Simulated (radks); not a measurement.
Task: All-electron atom: Lu4+ in [Xe] 4f13. All-electron calculation, Dirac Kohn-Sham, B86b exchange with PBE correlation, spin-unpolarised, spherical densities, point nucleus; open shells fill j = l - 1/2 first. Program: a radial shooting solver on a logarithmic mesh with Libxc functionals. Some entries of the table are withheld. Estimate them.

orbital  occ.  eigenvalue (hartree)  r(max) (bohr)
1s1/2       2             -2323.238        0.01213
2s1/2       2             -396.7120        0.06948
2p1/2       2             -378.6792        0.05192
2p3/2       4             -337.6028        0.05845
3s1/2       2             -91.31885         0.1959
3p1/2       2             -83.35221            (1)
3p3/2       4             -74.59134            (2)
3d3/2       4             -61.08846         0.1552
3d5/2       6             -59.17646         0.1589
4s1/2       2                   (3)         0.4464
4p1/2       2             -16.38500         0.4473
4p3/2       4             -14.38613         0.4759
4d3/2       4              -9.05537         0.4753
4d5/2       6              -8.68932         0.4845
5s1/2       2              -3.87742          1.033
5p1/2       2              -2.94457          1.114
5p3/2       4              -2.66140          1.194
4f5/2       6              -2.14426         0.4629
4f7/2       7              -2.08508         0.4680
5d3/2       0                   (4)          1.516
5d5/2       0                   (5)          1.549
6s1/2       0              -1.27498          2.450

Result: 
(1) 3p1/2 r(max) (bohr): 0.1839
(2) 3p3/2 r(max) (bohr): 0.1973
(3) 4s1/2 eigenvalue (hartree): -19.62909
(4) 5d3/2 eigenvalue (hartree): -1.43585
(5) 5d5/2 eigenvalue (hartree): -1.40690
